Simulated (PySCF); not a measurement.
# Frontier orbitals and the lowest excitations

C₄H₆O₂Si.
Structure used (GFN2-xTB), in Å, numbered top down from 1:
```
atom  x, y, z in Å
O1     0.1753    2.3180   -0.5826
C2    -0.3496    1.2695   -0.3308
O3    -1.6960    1.0953   -0.3210
C4    -2.0014   -0.2421    0.0085
C5    -0.6736   -0.8993    0.2088
C6     0.3023   -0.0136    0.0097
Si7    2.1766   -0.1248    0.0858
H8    -2.6195   -0.2591    0.9140
H9    -2.5759   -0.6937   -0.8090
H10   -0.5887   -1.9370    0.4724
H11    2.4909   -1.5126    0.4386
H12    2.6471    0.7917    1.1205
H13    2.7082    0.2082   -1.2327
```

Computed, not measured: PySCF, TDDFT PBE0/def2-SVPD, vertical, gas phase, core orbitals frozen in the response.

Kohn–Sham orbitals with the atoms that hold most of them (Löwdin shares over 4%, at most four atoms; ? is withheld):

```json
{"orbital": "HOMO-3", "ε (eV)": "-9.92", "atoms": "Si7 36%, H11 32%, C6 9%, O3 6%"}
{"orbital": "HOMO-2", "ε (eV)": "-9.14", "atoms": "O3 41%, O1 12%, C5 11%, C6 9%"}
{"orbital": "HOMO-1", "ε (eV)": "-8.36", "atoms": "O1 23%, C6 22%, C5 19%, C4 8%"}
{"orbital": "HOMO", "ε (eV)": "-8.14", "atoms": "?"}
{"orbital": "LUMO", "ε (eV)": "-1.60", "atoms": "?"}
{"orbital": "LUMO+1", "ε (eV)": "0.28", "atoms": "Si7 27%, C5 15%, C4 9%, H10 7%"}
{"orbital": "LUMO+2", "ε (eV)": "0.81", "atoms": "Si7 53%, H12 12%, H13 12%, H11 10%"}
```

Problem. Which atoms hold the HOMO, and with what shares?

Solution. O1 (bonded to C) 66%; C2 (bonded to C and 2 O) 11%; C6 (bonded to 2 C and Si) 9%; O3 (bonded to 2 C) 8%. By element: oxygen 74%, carbon 20% or more.

Problem. Give the leading atoms of the LUMO.

Solution. C5 (bonded to 2 C and H) 33%; C6 (bonded to 2 C and Si) 21%; C2 (bonded to C and 2 O) 11%; O1 (bonded to C) 11%. By element: carbon 66% or more, oxygen 11% or more.

Problem. How does S1 compare with the orbital gap of 6.54 eV?

Solution. S1 is at 4.83 eV (f = 0.0002), 1.71 eV below the gap, made of HOMO→LUMO (96%). Without the coupling terms of the response equations the lowest excitation would equal the gap.

Problem. One configuration dominates each of S1, S2, S3, S7 and S8. Which, and how do the shares of the two leading atoms of either orbital change from the occupied to the empty one?

Solution. 
- S1 (4.83 eV, f 0.0002), HOMO→LUMO (96%): O1 66% → 11%, C2 11% → 11%, C5 at most 7% → 33%, C6 9% → 21%
- S2 (6.14 eV, f 0.216), HOMO-1→LUMO (81%): O1 23% → 11%, C6 22% → 21%, C5 19% → 33%
- S3 (6.64 eV, f 0.088), HOMO-2→LUMO (83%): O3 41% → at most 11%, O1 12% → 11%, C5 11% → 33%, C6 9% → 21%
- S7 (7.41 eV, f 0.021), HOMO→LUMO+1 (96%): O1 66% → at most 8%, C2 11% → at most 8%, Si7 at most 7% → 27%, C5 at most 7% → 15%
- S8 (7.47 eV, f 0.0001), HOMO-1→LUMO+1 (97%): O1 23% → at most 8%, C6 22% → at most 8%, Si7 at most 9% → 27%, C5 19% → 15%
